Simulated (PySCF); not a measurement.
C₄H₁₀PSi (doublet state).
Cartesian coordinates in Å at the GFN2-xTB level; atoms count from 1:
```
atom  x, y, z in Å
C1    -2.0396   -0.4647    0.6101
C2    -1.4705    0.6922   -0.1777
C3    -1.0198    0.5307   -1.5530
C4     0.0164    0.7742   -0.5550
Si5    1.2865   -0.5659   -0.1236
P6     3.2151    0.5477    0.1337
H7    -3.1208   -0.5031    0.4861
H8    -1.8215   -0.3490    1.6709
H9    -1.6180   -1.4062    0.2668
H10   -1.9200    1.6437    0.0940
H11   -1.1419   -0.2890   -2.2291
H12    0.4283    1.7801   -0.5101
H13    0.9001   -1.3335    1.0707
H14    1.4611   -1.5217   -1.2252
H15    2.9241    1.0109    1.4039
H16    3.9129   -0.5375    0.6261
```

The hyperfine couplings belong to this conformer and change with its torsions.

As a line formula: `C[C@@H]1[CH][C@@H]1[SiH2]P` [radical].

The calculation used PySCF, UKS B3LYP, pcH-1 on C H P Si, non-relativistic, mean-field spin-orbit, GIAO. Geometry: GFN2-xTB, one conformer, isolated molecule. The geometry wasn't refined by DFT: couplings that depend on bond lengths, twists or pyramidal angles can differ widely from those at the functional's own minimum. No stability test was run, so a lower SCF solution isn't excluded.

Question: The isotropic 13C couplings are +282.7, -22.0, +19.8, -16.8 MHz. Assign them to C1; C2; C3; C4.

Answer: 
```
site  a_iso (MHz)  ρ(0) (bohr⁻³)                 position  distance from C3 (Å)  spin population  largest |T| (MHz)
  C1        +19.8        +0.0176          2 bonds from C3                  2.59            +0.02                4.8
  C2        -16.8        -0.0149           1 bond from C3                  1.46            -0.04                4.9
  C3       +282.7        +0.2515  largest spin population                  0.00            +0.95              145.0
  C4        -22.0        -0.0196           1 bond from C3                  1.46            -0.03                7.6
```

ρ(0) is the spin density at the nucleus and T the dipolar tensor; a_iso includes a spin–orbit part; entries for several nuclei are means. The largest Mulliken spin population is on C3 (+0.95). The angles at C3 add up to 323.8°, so it is pyramidal.

Nuclei that the bonding pattern makes equivalent are averaged, as if the motion that swaps them (rotation, inversion, ring flip) were fast. The three 1H nuclei of mean +4.2 MHz run from -1.9 to 14.0 MHz in the frozen geometry.
